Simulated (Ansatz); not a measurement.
Reaction (substitution at a C–O bond): `OC(=S)OC[SiH3]` + `FCS` → `FCSC[SiH3]` + `OC(O)=S`

Gas-phase electronic energies from Ansatz, PBE0-D4/def2-TZVP geometries. CCSD(T)/CBS adds triple-zeta CCSD(T) − MP2 to the extrapolated MP2 energy (def2 sets, frozen cores). DFT in def2-TZVPP. B3LYP here is the variant with VWN-RPA as its local correlation; programs differ in this. Each species was taken in one conformer, which may not be the lowest.

`OC(=S)OC[SiH3]`:

Cartesian coordinates in Å:
```
O 2.061 -0.675 0.799
C 1.080 -1.500 0.435
S 1.186 -3.128 0.493
O 0.006 -0.865 0.019
C -0.013 0.574 -0.005
Si -1.699 1.115 -0.671
H 2.790 -1.244 1.082
H 0.156 0.963 1.003
H 0.797 0.945 -0.639
H -1.889 0.592 -2.045
H -2.777 0.621 0.220
H -1.698 2.601 -0.690
```

`FCS`:

Cartesian coordinates in Å:
```
F -0.836 1.043 -0.742
C -0.318 0.247 0.252
S 1.359 -0.282 -0.077
H -0.977 -0.613 0.376
H -0.280 0.827 1.176
H 1.051 -1.222 -0.984
```

`FCSC[SiH3]`:

Z-matrix (Å, degrees):
```
C
S 1 1.778
F 1 1.381 2 112.7
H 1 1.092 2 106.6 3 119.1
H 1 1.092 2 111.1 3 -120.7
C 2 1.813 1 100.3 3 71.8
Si 6 1.881 2 111.9 1 79.6
H 6 1.093 2 105.7 1 -161.3
H 6 1.092 2 109.2 1 -46.9
H 7 1.484 6 109.0 2 63.5
H 7 1.489 6 110.7 2 -176.1
H 7 1.487 6 110.2 2 -56.1
```

`OC(O)=S`:

Cartesian coordinates in Å:
```
O 0.596 -0.413 0.745
C -0.190 -0.049 -0.272
O -0.373 1.258 -0.276
S -0.836 -1.072 -1.358
H 0.693 -1.373 0.696
H 0.110 1.650 0.465
```

| level | ΔE (kJ/mol) |
| --- | --- |
| PBE-D4 | -58.4 |
| B3LYP-D4 | -51.5 |
| PBE | -55.8 |
| SCS-MP2/def2-TZVPP | -54.3 |

Problem. What does CCSD(T)/CBS give? (Estimate.)

Solution. Computed: -57.3 kJ/mol. The listed levels differ from it by -1.1, 5.8, 1.5, 3.0 kJ/mol.

Largest T1 diagnostic among the species: 0.016.

The D4 term adds −4.6 kJ/mol with B3LYP and −2.1 kJ/mol with PBE0; it sums over pairs of atoms, weighted by their polarisabilities, and B3LYP, whose exchange is more repulsive, gets the larger term. In def2-TZVPP, CCSD(T) changes the Hartree–Fock value by −11.7 kJ/mol (the triples alone add −1.6 kJ/mol) and MP2 by −19.5 kJ/mol.
